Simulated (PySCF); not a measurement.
A PySCF script (with the pyscf-properties extension) for the NMR shieldings of `N[Si]([SiH3])([SiH3])[SiH2]P`, H₁₂NPSi₄, on a GFN2-xTB geometry:

```python
import basis_set_exchange as bse
import numpy as np
from pyscf import gto, dft
from pyscf.prop import nmr

atoms = """
N    -0.086143   -2.019237   -0.036828
Si    0.386982   -0.341068   -0.050180
Si    0.206221    0.252973    2.206925
Si    2.538435   -0.390706   -0.956644
Si   -1.074134    0.954105   -1.402595
P    -3.043347    1.454868   -0.451169
H     0.032952   -2.579357   -0.865989
H    -0.936220   -2.297781    0.427819
H    -1.185825    0.403263    2.650142
H     0.809493   -0.702902    3.137023
H     0.852381    1.547700    2.442288
H     2.920806   -1.688394   -1.518589
H     3.566338   -0.060533    0.033275
H     2.677660    0.581185   -2.045470
H    -0.526470    2.265112   -1.781752
H    -1.478902    0.320768   -2.670485
H    -3.179643    0.246923    0.209917
H    -2.489344    2.059399    0.660654
"""
names = dict.fromkeys(["N", "Si", "P", "H"], "pcSseg-1")
basis = {el: gto.basis.parse(bse.get_basis(n, elements=[el], fmt="nwchem")) for el, n in names.items()}
mol = gto.M(atom=atoms, basis=basis, charge=0, verbose=0)
mf = dft.RKS(mol, xc="PBE0")
mf.grids.level = 2
mf.grids.alignment = dft.numint.BLKSIZE   # the property module wants whole blocks of grid points
mf.conv_tol = 1e-9
mf.kernel()

calc = nmr.RKS(mf)   # GIAO
C = mf.mo_coeff
Co = C[:, mf.mo_occ > 0]
resp = mf.gen_response(singlet=True, hermi=2)
def vind(x):   # induced exchange potential for any number of trial vectors
    d = np.einsum("pi,xij,qj->xpq", C, 2 * x.reshape(-1, C.shape[1], Co.shape[1]), Co, optimize=True)
    return np.einsum("xpq,pi,qj->xij", resp(d - d.transpose(0, 2, 1)), C, Co, optimize=True).ravel()
mo1, _ = nmr.rhf.solve_mo1(calc, with_cphf=vind)
sigma = calc.kernel(mo1)
for i, s in enumerate(sigma):   # ppm
    print("%2d %-2s %9.2f" % (i, mol.atom_pure_symbol(i), np.trace(s) / 3))
```

Q: Give the expected output.

A: 
```
 0 N     271.23
 1 Si    392.12
 2 Si    462.24
 3 Si    458.05
 4 Si    438.15
 5 P     624.56
 6 H      32.44
 7 H      32.03
 8 H      27.92
 9 H      28.12
10 H      28.34
11 H      28.11
12 H      28.03
13 H      28.17
14 H      27.92
15 H      27.80
16 H      30.68
17 H      30.83
```

These numbers come from an equivalent density-fitted implementation of the same equations, which agrees with the script to about 0.01 ppm for H and up to a few tenths of a ppm for heavy atoms, so last digits may differ.

Q: Turn these shieldings into chemical shifts. Scale: NH3 for ¹⁵N (σref 267.73); ²⁹Si (σref 349.16) and ¹H (σref 31.72) against TMS; H3PO4 for ³¹P (σref 318.38) (reference shieldings calculated alike).

A: Averaging equivalent atoms: N 0: -3.5; Si 1: -43.0; Si 4: -89.0; Si 2/3: -111.0; P 5: -306.2; H 14/15: 3.86; H 8/9/10/11/12/13: 3.60; H 16/17: 0.96; H 6/7: -0.52 ppm. Experimental scales use liquid or dissolved standards, which lie at an offset from isolated NH3 (liquid NH3: subtract about 20 ppm) and H3PO4.

Size and cost of the density-fitted run: 197 basis functions, 30 s wall time on 1 thread of an Arm Neoverse V2, shared host; peak memory 0.89 GiB.
